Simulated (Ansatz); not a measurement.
Molecule: C2H6ClGa, net charge 0, singlet state. 
Geometry from a B3LYP-D3(BJ)/def2-TZVP (Ansatz, a quantum-chemistry and plane-wave program) optimisation:
```
Ga
C 1 1.9679
H 2 1.0894 1 112.09
H 2 1.0909 3 109.29 1 121.40
H 2 1.0912 3 109.16 4 117.42
C 1 1.9679 2 133.26 3 -1.80
H 6 1.0894 1 112.08 2 -4.54
H 6 1.0907 7 109.37 1 121.55
H 6 1.0914 7 109.07 8 117.42
Cl 1 2.1917 2 113.36 3 178.06
```
Charge 0, spin multiplicity 1.

Basis-set convergence of Hartree-Fock and CCSD(T) correlation energies (hartree) with Ansatz. Valence correlation only, unless marked. No spin-orbit coupling. The frozen core is the preceding noble-gas configuration, with the filled d and f shells of earlier blocks. No relativistic terms.

```json
[
 {"basis": "def2-SVP", "functions": "108", "E(HF)": "-2461.60067", "E(corr, CCSD(T))": "-0.55122"},
 {"basis": "def2-TZVPP", "functions": "236", "E(HF)": "-2462.09490", "E(corr, CCSD(T))": "-0.69789"},
 {"basis": "def2-QZVPP", "functions": "453", "E(HF)": "-2462.15141", "E(corr, CCSD(T))": "-0.74193"}
]
```

Extrapolating the two largest sets (X = 3 and 4) as X^-3: E(corr) = (64·(-0.74193) - 27·(-0.69789))/37 = -0.7741 Eh, an estimate of the basis-set limit. The largest set recovers 95.8 % of it, the smallest 71.2 %.
